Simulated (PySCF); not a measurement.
Electron correlation in F (fluorine, neutral)

[He] 2s2 2p5, 2P determinant. Computed with PySCF 2.14 in aug-cc-pwCVDZ (5s4p2d, 27 functions), with the non-relativistic Hamiltonian (point nucleus). Frozen: nothing; 9 electrons correlated.

```tsv
level	correlation energy (mhartree)
CCSD	-205.43
(T)	-2.71
CCSD(T)	-208.14
CCSDT	-208.33
```

Diagnostics: T1 = 0.0082, D1 = 0.0152, largest double amplitude 0.038.

Cost of the coupled-cluster step: of the order of 0.4 core-seconds, for 9 correlated electrons.

Iterations:

```
CC2 = 0
CCSD nocc = (np.int64(5), np.int64(4)), nmo = (27, 27)
frozen orbitals [[], []]
max_cycle = 100
direct = 0
conv_tol = 1e-08
conv_tol_normt = 1e-06
diis_space = 8
diis_start_cycle = 0
Init t2, MP2 energy = -0.193750838640459
Init E_corr(UCCSD) = -0.193750838641387
cycle = 1  E_corr(UCCSD) = -0.202055506318349  dE = -0.00830466768  norm(t1,t2) = 0.0334304
cycle = 2  E_corr(UCCSD) = -0.204541136680603  dE = -0.00248563036  norm(t1,t2) = 0.00903232
cycle = 3  E_corr(UCCSD) = -0.205121087279207  dE = -0.000579950599  norm(t1,t2) = 0.0049178
cycle = 4  E_corr(UCCSD) = -0.205458074941753  dE = -0.000336987663  norm(t1,t2) = 0.00200369
cycle = 5  E_corr(UCCSD) = -0.205415752742579  dE = 4.23221992e-05  norm(t1,t2) = 0.000788981
cycle = 6  E_corr(UCCSD) = -0.205430525169763  dE = -1.47724272e-05  norm(t1,t2) = 0.000160361
cycle = 7  E_corr(UCCSD) = -0.205432963732686  dE = -2.43856292e-06  norm(t1,t2) = 3.96453e-05
cycle = 8  E_corr(UCCSD) = -0.205432475355876  dE = 4.8837681e-07  norm(t1,t2) = 1.03222e-05
cycle = 9  E_corr(UCCSD) = -0.205432391458897  dE = 8.38969793e-08  norm(t1,t2) = 2.92588e-06
cycle = 10  E_corr(UCCSD) = -0.205432395899574  dE = -4.44067672e-09  norm(t1,t2) = 7.67007e-07
UCCSD converged
E(UCCSD) = -99.58656767559702  E_corr = -0.2054323958995736
UCCSD(T) correction = -0.00270530868078462
```
